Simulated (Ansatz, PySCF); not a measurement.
The pair A = H2O (SMILES O) (first 3 atoms), B = CH2F2 (SMILES FCF); geometry from B3LYP-D3(BJ)/def2-TZVP.
(charge 0, multiplicity 1):
```xyz
8

O      0.2460     0.2889    -0.0521
H      0.3821    -0.4711    -0.6265
H     -0.5411     0.0841     0.4667
F      0.6880    -0.7051     3.7462
C      0.2916     0.4397     3.1272
F     -0.9607     0.2261     2.6023
H      0.9694     0.6568     2.3031
H      0.2139     1.2339     3.8702
```

Frozen-core correlation. CBS: X⁻³ extrapolation of the correlation energy, Hartree–Fock from the larger set. MP2 and its Hartree–Fock in aug-cc-pVTZ are density fitted.

Codes used: Ansatz (an electronic-structure program) with Gaussian orbitals; PySCF for the dispersion terms. Each number belongs to the level named beside it.

The monomers are drawn apart, rigid, along the line of their centres of mass. Counterpoise-corrected interaction energies (kcal/mol):

```
level                                                     R = 4.107 Å  R = 4.979 Å
--------------------------------------------------------  -----------  -----------
PBE/def2-TZVPPD                                               -1.6060      -0.7102
PBE-D3(BJ)/def2-TZVPPD                                        -1.8975      -0.8181
wB97M-V/def2-TZVPPD                                           -1.8130      -0.8186
MP2/CBS(aug-cc-pVDZ, aug-cc-pVTZ) + ΔCCSD(T)/aug-cc-pVDZ      -1.8523      -0.8177
```

R is the distance of the centres of mass. Find the local exponent m of E ∝ R⁻ᵐ between the two points.


m = ln(E₁/E₂)/ln(R₂/R₁): PBE/def2-TZVPPD 4.2; PBE-D3(BJ)/def2-TZVPPD 4.4; wB97M-V/def2-TZVPPD 4.1; MP2/CBS(aug-cc-pVDZ, aug-cc-pVTZ) + ΔCCSD(T)/aug-cc-pVDZ 4.2. For scale, two fixed dipoles give m = 3, dipole and quadrupole 4, quadrupoles 5, and dispersion or dipole-induced dipole 6 at long range; at these distances several terms mix, and what is left of overlap and damping shifts m, so it need not match one of them.
